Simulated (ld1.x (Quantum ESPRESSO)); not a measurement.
What one change does to a pseudopotential (Pb, TM)

- Element: Pb
- Generator: ld1.x (Quantum ESPRESSO) 7.5
- Type: norm-conserving Troullier–Martins (Kleinman–Bylander form)
- Functional: PBE
- Relativity: scalar-relativistic
- Frozen core: [Xe] 4f14 5d10
- Valence charge: 4
- Reference configuration: 6s1.5 6p2.5
- Partial waves: 6s (bound): rc 1.90 bohr; 6p (bound): rc 2.90 bohr
- Local potential: all-electron potential smoothed inside 1.80 bohr (lloc = -1)
- Core correction: none

All-electron outer shells of the reference configuration (PBE, scalar-relativistic, ld1.x):

```
shell  level (eV)  outermost node (bohr)  outermost maximum (bohr)
   5p      -86.76                   0.49                      0.88
   5d      -22.04                   0.52                      1.07
   6s      -12.61                   1.01                      1.95
   6p       -3.87                   1.18                      2.63
```

Change: core correction a·sin(br)/r model core inside 1.08 bohr.

Cutoffs: the cutoffs (Ry, on a coarse ladder) from which the occupation-weighted sum of valence levels, in a spherical-Bessel basis at the reference potential, stays within 10 and 1 mRy of its value at 400 Ry; they do not see the model core or the augmentation charge, which bear on the density cutoff. Errors are all-electron minus pseudo energies relative to the spin-unpolarised reference configuration.

**Question.** Predict the effect on cutoff, ghosts and configuration errors.

**Answer.** The potential gets neither clearly harder nor softer (21 Ry and 30 Ry → 21 Ry and 30 Ry); both files keep a bound ghost (d, s); of the 7 tests that both files solve, the error grows in 1 and shrinks in 5 by more than 15 % and 0.3 meV (median size 34.2 → 7.8 meV). A model core, the more so a compact one, raises the density cutoff, which this test does not measure.

| quantity | base | changed |
| --- | --- | --- |
| cutoff, loose | 21 Ry | 21 Ry |
| cutoff, tight | 30 Ry | 30 Ry |
| bound ghosts | s, d | s, d |
| error for 6s2 6p2, meV [ΔE -4.32 eV] | +7.6 | -6.4 |
| error for 6s2 6p1, meV [ΔE 2.26 eV] | +34 | -7.8 |
| error for 6s2 6p0, meV [ΔE 15.70 eV] | +118 | -81 |
| error for 6s0 6p4, meV [ΔE 13.51 eV] | +98 | -45 |
| error for 6s1 6p0, meV [ΔE 48.11 eV] | +169 | -498 |
| error for 6s2 6p1.5, meV [ΔE -1.83 eV] | +16 | -4.7 |
| error for 6s1 6p3, meV [ΔE 4.42 eV] | +7.3 | -7.2 |
| s: phases at 3.16 bohr within 0.05 rad from the reference energy up to (Ry; the scan ends near 5) | 1.7 | 1.7 |
| p: phases at 3.16 bohr within 0.05 rad from the reference energy up to (Ry; the scan ends near 5) | 0.4 | 0.4 |

 A true bound ghost makes a file unfit for plane-wave use even where its test errors are small: the radial tests pick states by their node count and pass the ghost by.
